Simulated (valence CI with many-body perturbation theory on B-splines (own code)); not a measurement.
Forbidden lines of Re LX

Calculated by valence CI with perturbative core correlation (CI+MBPT): six valence electrons over a frozen Dirac-Fock core [Ne], radial functions for each j: 9 s, 9 p, 8 d, 6 f, 3 g, 1 h, with the one-electron correlation potential Σ1, the two-electron term Σ2, the three-electron term Σ3, Breit, model QED; selected CI, second order for the rest, scaled by the run's own slope (own B-spline code, finite nucleus).

The last digits are not significant, and no measured levels were compared; by estimate large intervals hold to a few tenths of a per cent, small ones and those within an open d or f shell to about a per cent. Among the levels kept, up to 960 cm⁻¹ of a level comes from second order outside the variational space, and about a tenth of that is noise between levels of different J, which matters for small intervals.

Lines 1 to 29 of 29 in falling wavelength, among levels below 729.15 eV, chosen from the decays that carry over 1 % of a level's rate. Wavelengths and rates use the calculated energies. Electric multipoles are in the length gauge with retardation, E1 and E2 with the static RPA response of the core. M1 uses the relativistic operator with retardation. S is in atomic units (e²a₀⁴ for E2 and M2, e²a₀⁶ for E3), for M1 in squared Bohr magnetons. Weak lines are less certain than strong ones. Lines between different terms over intervals too small for the method are left out, as are lines whose strength nearly cancels. The highest levels of a list are the least certain.

Levels are named by their leading jj configuration (3d3/2^4 stands for four electrons in 3d with j = 3/2), which in mixed levels can hold well under half, so a name can repeat and another be missing. Letters in brackets count levels of one name in rising energy.

| λ vac (nm) | Upper | Lower | Type | A (s⁻¹) | S (a.u.) |
| --- | --- | --- | --- | --- | --- |
| 4842 | (3s^2 3p1/2^2 3p3/2 3d3/2) J=0 | (3s^2 3p1/2^2 3p3/2 3d3/2) J=1 | M1 | 3.08e-01 | 1.30e+00 |
| 138.4 | (3s^2 3p1/2^2 3p3/2 3d3/2) J=0 | (3s^2 3p1/2^2 3p3/2 3d3/2) J=2 | E2 | 1.75e-01 | 7.93e-04 |
| 61.61 | (3s^2 3p1/2^2 3p3/2^2) J=0 | (3s^2 3p1/2^2 3p3/2^2) J=2 | E2 | 1.46e+01 | 1.16e-03 |
| 15.41 | (3s^2 3p1/2^2 3p3/2 3d5/2) J=4 | (3s^2 3p1/2^2 3p3/2 3d3/2) J=3 | M1 | 3.17e+06 | 3.87e+00 |
| 14.55 | (3s^2 3p1/2 3p3/2^2 3d5/2) J=5 | (3s^2 3p1/2 3p3/2^2 3d3/2) J=4 | M1 | 3.47e+06 | 4.36e+00 |
| 13.73 | (3s^2 3p1/2 3p3/2^2 3d5/2) J=4 [b] | (3s^2 3p1/2 3p3/2^2 3d3/2) J=3 [a] | M1 | 2.08e+06 | 1.80e+00 |
| 5.003 | (3s^2 3p1/2^2 3p3/2 3d3/2) J=0 | (3s^2 3p1/2^2 3p3/2^2) J=2 | M2 | 5.30e+00 | 1.48e-09 |
| 3.751 | (3s^2 3p1/2 3p3/2^2 3d5/2) J=4 [a] | (3s^2 3p1/2^2 3p3/2 3d5/2) J=3 | M1 | 1.27e+08 | 2.24e+00 |
| 3.612 | (3s^2 3p1/2 3p3/2^2 3d5/2) J=4 [b] | (3s^2 3p1/2^2 3p3/2 3d5/2) J=3 | M1 | 3.50e+07 | 5.50e-01 |
| 3.579 | (3s^2 3p1/2 3p3/2^2 3d5/2) J=5 | (3s^2 3p1/2^2 3p3/2 3d5/2) J=3 | E2 | 2.23e+06 | 1.29e-03 |
| 3.548 | (3s^2 3p1/2 3p3/2^2 3d5/2) J=3 [a] | (3s^2 3p1/2^2 3p3/2 3d5/2) J=2 | M1 | 2.14e+08 | 2.48e+00 |
| 3.539 | (3s^2 3p1/2 3p3/2^3) J=1 | (3s^2 3p1/2^2 3p3/2^2) J=0 | M1 | 1.40e+08 | 6.93e-01 |
| 3.509 | (3s^2 3p1/2 3p3/2^2 3d3/2) J=0 | (3s^2 3p1/2^2 3p3/2 3d3/2) J=1 | M1 | 4.32e+08 | 6.92e-01 |
| 3.506 | (3s^2 3p1/2 3p3/2^2 3d5/2) J=2 | (3s^2 3p1/2^2 3p3/2 3d5/2) J=1 | M1 | 2.49e+08 | 1.99e+00 |
| 3.477 | (3s^2 3p1/2 3p3/2^2 3d5/2) J=4 [a] | (3s^2 3p1/2^2 3p3/2 3d5/2) J=4 | M1 | 3.06e+08 | 4.29e+00 |
| 3.438 | (3s^2 3p1/2 3p3/2^2 3d3/2) J=2 [a] | (3s^2 3p1/2^2 3p3/2 3d3/2) J=2 | M1 | 2.37e+08 | 1.79e+00 |
| 3.420 | (3s^2 3p1/2 3p3/2^2 3d5/2) J=4 [b] | (3s^2 3p1/2^2 3p3/2 3d5/2) J=2 | E2 | 3.79e+06 | 1.43e-03 |
| 3.371 | (3s^2 3p1/2 3p3/2^2 3d3/2) J=4 | (3s^2 3p1/2^2 3p3/2 3d3/2) J=3 | M1 | 7.36e+07 | 9.40e-01 |
| 3.371 | (3s^2 3p1/2 3p3/2^2 3d3/2) J=4 | (3s^2 3p1/2^2 3p3/2 3d3/2) J=3 | E2 | 6.35e+06 | 2.22e-03 |
| 3.357 | (3s^2 3p1/2 3p3/2^2 3d5/2) J=4 [b] | (3s^2 3p1/2^2 3p3/2 3d5/2) J=4 | M1 | 4.72e+07 | 5.96e-01 |
| 3.357 | (3s^2 3p1/2 3p3/2^2 3d5/2) J=4 [b] | (3s^2 3p1/2^2 3p3/2 3d5/2) J=4 | E2 | 4.12e+06 | 1.41e-03 |
| 3.347 | (3s^2 3p1/2 3p3/2^3) J=1 | (3s^2 3p1/2^2 3p3/2^2) J=2 | M1 | 3.99e+08 | 1.66e+00 |
| 3.347 | (3s^2 3p1/2 3p3/2^3) J=1 | (3s^2 3p1/2^2 3p3/2^2) J=2 | E2 | 6.95e+06 | 7.82e-04 |
| 3.328 | (3s^2 3p1/2 3p3/2^2 3d5/2) J=5 | (3s^2 3p1/2^2 3p3/2 3d5/2) J=4 | M1 | 7.71e+07 | 1.16e+00 |
| 3.328 | (3s^2 3p1/2 3p3/2^2 3d5/2) J=5 | (3s^2 3p1/2^2 3p3/2 3d5/2) J=4 | E2 | 5.98e+06 | 2.40e-03 |
| 3.289 | (3s^2 3p1/2 3p3/2^2 3d3/2) J=4 | (3s^2 3p1/2^2 3p3/2 3d3/2) J=2 | E2 | 2.97e+06 | 9.20e-04 |
| 3.261 | (3s^2 3p1/2 3p3/2^3) J=2 | (3s^2 3p1/2^2 3p3/2^2) J=2 | M1 | 2.44e+08 | 1.57e+00 |
| 3.261 | (3s^2 3p1/2 3p3/2^3) J=2 | (3s^2 3p1/2^2 3p3/2^2) J=2 | E2 | 1.04e+07 | 1.72e-03 |
| 3.112 | (3s^2 3p1/2 3p3/2^2 3d5/2) J=3 [b] | (3s^2 3p1/2^2 3p3/2 3d5/2) J=4 | M1 | 2.18e+08 | 1.71e+00 |
